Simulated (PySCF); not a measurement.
**Two-component Hartree-Fock for Gd⁵⁵⁺ (gadolinium, charge +55)**

Start: [He] 2s2 2p5; 2p1/2 filled at m_j = -1/2, +1/2; 2p3/2 filled at m_j = -1/2, +1/2, +3/2. Calculated with PySCF 2.14 in an even-tempered Gaussian basis (17 s from 36 bohr⁻², ratio 2.4; 13 p from 46 bohr⁻², ratio 2.4; 5 d from 160 bohr⁻², ratio 2.6; 4 f from 240 bohr⁻², ratio 2.6): generalised Hartree-Fock with the X2C-1e Hamiltonian and a Gaussian nucleus; one run each with spin-orbit coupling (SO) switched off, then screened by Boettger's factors.

```json
{"spinor shell": "1s1/2", "electrons": "2", "ε, spin-free (eV)": "-55120.4", "ε, screened SO (eV)": "-55104.7", "weight of nominal j (screened SO)": "1.000", "rms radius, screened SO (bohr)": "0.0249"}
{"spinor shell": "2s1/2", "electrons": "2", "ε, spin-free (eV)": "-12652.9", "ε, screened SO (eV)": "-12648.4", "weight of nominal j (screened SO)": "1.000", "rms radius, screened SO (bohr)": "0.0984"}
{"spinor shell": "2p1/2", "electrons": "2", "ε, spin-free (eV)": "-11795.3", "ε, screened SO (eV)": "-12306.1", "weight of nominal j (screened SO)": "1.000", "rms radius, screened SO (bohr)": "0.0838"}
{"spinor shell": "2p3/2", "electrons": "3", "ε, spin-free (eV)": "-11795.3", "ε, screened SO (eV)": "-11574.0", "weight of nominal j (screened SO)": "1.000", "rms radius, screened SO (bohr)": "0.0897"}
```

| quantity | spin-free | screened SO |
| --- | --- | --- |
| E (hartree) | -7614.41154 | -7628.27459 |
| M_J | 3/2 | 3/2 |
| ⟨J²⟩ | 3.750 | 3.750 |
| ⟨L²⟩ | 2.000 | 2.013 |
| ⟨S²⟩ | 0.750 | 0.763 |

Each row is a mean over spinors that exchange with the open shell spreads, by up to 54.073 eV (2s1/2).

Breit and QED terms are absent; they matter most for the inner s and p1/2 levels.

Densities and radii are taken from the X2C orbitals without a picture-change correction, which distorts them close to the nucleus.

Without spin-orbit coupling the j labels of p, d and f shells carry no meaning; the spin-free column gives the mean over the occupied spinors of each nl shell.
